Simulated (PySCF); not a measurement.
**Ionisation energy of Se²⁺ by level of theory**

Se²⁺ [Ar] 3d10 4s2 4p2 (3P) → Se³⁺ [Ar] 3d10 4s2 4p1 (2P), as a difference of total energies. Calculation: PySCF 2.14, in def2-TZVPPD; no relativity, point nucleus. Correlated levels: valence: [Ar] 3d10 frozen; valence and next inner shell: [Ne] frozen. The calculations carry no spin-orbit coupling.

Question: Order these methods by the ionisation energy they give, lowest first.
A. SCS-MP2 (valence)
B. UHF
C. wB97M-V
D. HSE06

Answer: B (30.949 eV), A (31.265 eV), C (31.362 eV), D (31.581 eV).

A first-order spin-orbit estimate (lowest level to lowest level, LS coupling) adds -0.037 eV.

These non-relativistic numbers lack the scalar-relativistic shift.

Errors of the correlated levels include the incompleteness of this basis and the frozen core.

For comparison: 31.697 ± 0.019 eV (measured; NIST Atomic Spectra Database, ionization energies).
